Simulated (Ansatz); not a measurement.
Worked example: SbH(CH3)2 + CH7O2Si2 → SbH(CH2)(CH3) + CH8O2Si2

Species: SbH(CH3)2, singlet; CH7O2Si2 `O[SiH]C[SiH2]O`, doublet; SbH(CH2)(CH3), doublet; CH8O2Si2 `O[SiH2]C[SiH2]O`, singlet. A radical takes H: the energy is the difference in strength between the C–H bond broken and the Si–H bond made.

Shapes, held fixed at every level: PBE0-D4/def2-TZVP. Flexible molecules stand in one conformer, not always the lowest. Programs: Ansatz 0.2.0. Electronic energies: no zero-point or thermal term.

At CCSD(T)/def2-TZVPP; 1 Eh = 2625.50 kJ/mol:

| species | energy (Eh) |
| --- | --- |
| SbH(CH3)2 | -319.862998 |
| CH7O2Si2 | -770.673484 |
| SbH(CH2)(CH3) | -319.191014 |
| CH8O2Si2 | -771.333536 |

**Question.** Work out ΔE of the reaction at this level.

**Answer.** 
1. Products less reactants: (-319.191014) + (-771.333536) − [(-319.862998) + (-770.673484)] = 0.011932 Eh = +31.3 kJ/mol.

Other levels give +6.1 (HF/def2-TZVPP) to +49.0 kJ/mol (PBE-D4/def2-TZVPP). No measured value is set beside it here. Open shells run unrestricted. For atoms past krypton def2 sets carry core potentials with scalar relativity. Outer-core shells of Sb are correlated in most correlated rows, in sets that cover them unevenly.
